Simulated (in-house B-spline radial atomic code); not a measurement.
A fraction x of an electron is removed from 4d in La5+, starting from [Kr] 4d10 5s2 5p4 and keeping the highest spin. Method: scalar-relativistic (X2C) TPSSh, spin-polarised, spherical fractional occupations, Fermi nucleus of rms radius 4.855 fm. Calculated with a radial B-spline atomic code at the basis-set limit.

Caution: exact exchange at fractional occupations of open shells leaves self-interaction of up to several eV.

```json
{"x": "0", "E(x) - E(0) (eV)": "0.0000", "4d down level (eV)": "-158.228"}
{"x": "0.06", "E(x) - E(0) (eV)": "9.5347", "4d down level (eV)": "-159.597"}
{"x": "0.18", "E(x) - E(0) (eV)": "28.8510", "4d down level (eV)": "-162.343"}
{"x": "0.27", "E(x) - E(0) (eV)": "?", "4d down level (eV)": "?"}
{"x": "0.47", "E(x) - E(0) (eV)": "76.8987", "4d down level (eV)": "-169.033"}
{"x": "0.5", "E(x) - E(0) (eV)": "81.9801", "4d down level (eV)": "-169.730"}
{"x": "0.64", "E(x) - E(0) (eV)": "105.9703", "4d down level (eV)": "-172.989"}
{"x": "0.8", "E(x) - E(0) (eV)": "133.9479", "4d down level (eV)": "-176.735"}
{"x": "0.89", "E(x) - E(0) (eV)": "?", "4d down level (eV)": "?"}
{"x": "1", "E(x) - E(0) (eV)": "169.7657", "4d down level (eV)": "-181.448"}
```

Problem. What belongs in the row x = 0.27?

Solution. An energy change of 43.5548 eV; 4d down at -164.411 eV.

Problem. What belongs in the row x = 0.89?

Solution. An energy change of 149.9493 eV; 4d down at -178.852 eV.

Problem. Check Janak's theorem between x = 0.06 and 0.18.

Solution. The slope of the energy is 160.97 eV; the orbital levels give 160.97 eV (-ε of the emptying orbital, averaged over the two points).
